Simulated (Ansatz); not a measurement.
Start from `C#CO[SiH2]Br` and change one atom or group to get `FCO[SiH2]Br`.

Ansatz, PBE0-D4/def2-TZVP geometries, multiplicity 1. Each molecule was computed in one conformer, which needn't be the lowest.

Scalar relativity is left out up to krypton. Spin–orbit coupling is left out; it splits and shifts lone-pair levels of the heavy atoms by tenths of an eV.

```tsv
property	`C#CO[SiH2]Br`
size of the dipole moment (PBE/def2-TZVPP) / D	1.28
HOMO–LUMO gap (ωB97M-V/def2-TZVPP) / eV	11.28
size of the dipole moment (ωB97M-V/def2-TZVPP) / D	1.37
HOMO–LUMO gap (PBE0/def2-TZVPP) / eV	7.18
size of the dipole moment (B3LYP/def2-TZVPP) / D	1.36
HOMO energy (PBE0/def2-TZVPP) / eV	-7.54
```

Question: What does the change do to each property? (An estimate is asked.)

Answer: The calculation gave: 
| property | `FCO[SiH2]Br` | shift |
| --- | --- | --- |
| size of the dipole moment (PBE/def2-TZVPP) / D | 0.99 | -0.29 |
| HOMO–LUMO gap (ωB97M-V/def2-TZVPP) / eV | 12.68 | 1.40 |
| size of the dipole moment (ωB97M-V/def2-TZVPP) / D | 1.05 | -0.32 |
| HOMO–LUMO gap (PBE0/def2-TZVPP) / eV | 8.66 | 1.48 |
| size of the dipole moment (B3LYP/def2-TZVPP) / D | 1.05 | -0.31 |
| HOMO energy (PBE0/def2-TZVPP) / eV | -8.56 | -1.02 |

With PBE0 the HOMO falls by 1.02 eV and the LUMO rises by 0.46 eV, so the gap widens by about 1.48 eV. PBE moves the HOMO by -1.01 eV and ωB97M-V by -0.95 eV. Dipoles are sizes alone; their direction can turn.

B3LYP here is the variant with VWN-RPA as its local correlation; programs differ in this.
